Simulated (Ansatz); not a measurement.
```yaml
crystal:
  periodic: [false, false, false]
  atoms:
    - {symbol: N, position_ang: [0.173456, 1.429012, -0.182015]}
    - {symbol: W, position_ang: [0.179642, -0.508611, -0.228936]}
    - {symbol: O, position_ang: [1.616784, -1.047502, 0.519351]}
    - {symbol: O, position_ang: [0.109344, -0.993831, -1.864874]}
    - {symbol: O, position_ang: [-1.323393, -1.213716, 0.675664]}
    - {symbol: H, position_ang: [0.703611, 1.973148, 0.481502]}
    - {symbol: H, position_ang: [-0.178239, 2.001270, -0.934681]}
    - {symbol: H, position_ang: [-1.281215, -1.639769, 1.533998]}
basis:
  gaussian: {orbitals: def2-mTZVPP, fitting: {mean_field: def2-universal-jkfit}}
magnetization: {spin_polarized: true, initial_magnetization: 4}
hamiltonian: {xc: {name: B3LYP}}
scf: {lower_state_search: off}
output: {forces: true}
```

```sh
$ ansatz run in.yaml --threads 4 --pin off --events-out ev --progress --plain --max-ram 10444MiB
```

It prints (some lines left out):

```
Functional definition: B3LYP
589 factors; integrals over basis functions are off by at most 8.8e-1 eV
mean field evaluation 1: about -9491.8870 eV, gradient 6.0e1 eV
mean field evaluation 2: about -9438.4418 eV, gradient 1.3e2 eV
mean field evaluation 4: about -9503.7563 eV, gradient 7.5e0 eV
mean field evaluation 8: about -9503.9864 eV, gradient 6.4e-1 eV
mean field evaluation 16: about -9503.9920 eV, gradient 7.1e-3 eV
mean field -9503.99198797 eV, -349.2652635208 hartree, gradient 7.1e-6 eV, S^2 6.026718; 0 other end points of the search recorded, 0 dependent functions left out
reference -9503.99223386 eV, -349.2652725570 hartree; 26, 22 occupied and 121, 125 virtual orbitals, 589 factors
Total energy: -9503.99223386 eV, -349.2652725570 hartree
Atom 0 at     0.173456     1.429012    -0.182015 Å, force     0.498558     3.943658    -0.152658 eV/Å
Atom 1 at     0.179642    -0.508611    -0.228936 Å, force    -4.823764    -0.353483     2.812390 eV/Å
Atom 2 at     1.616784    -1.047502     0.519351 Å, force     7.157962    -2.196825     3.602481 eV/Å
Atom 3 at     0.109344    -0.993831    -1.864874 Å, force    -0.124055    -1.879099    -8.000345 eV/Å
Atom 4 at    -1.323393    -1.213716     0.675664 Å, force    -2.546809    -0.919225     1.401779 eV/Å
Atom 5 at     0.703611     1.973148     0.481502 Å, force     0.168233     0.783693     0.361234 eV/Å
Atom 6 at    -0.178239     2.001270    -0.934681 Å, force    -0.291068     0.780216    -0.294242 eV/Å
Atom 7 at    -1.281215    -1.639769     1.533998 Å, force    -0.039058    -0.158935     0.269361 eV/Å
Dipole moment:    -0.121598     0.956779     0.341899 e Å
Checks for a lower state left out: stability, starts, cluster_reference, orbital_swaps, neighbouring_geometries, increment
```

In this input the spin is set far too high for this molecule. The calculation finished and met its thresholds. The result belongs to that input, not to the molecule as meant.
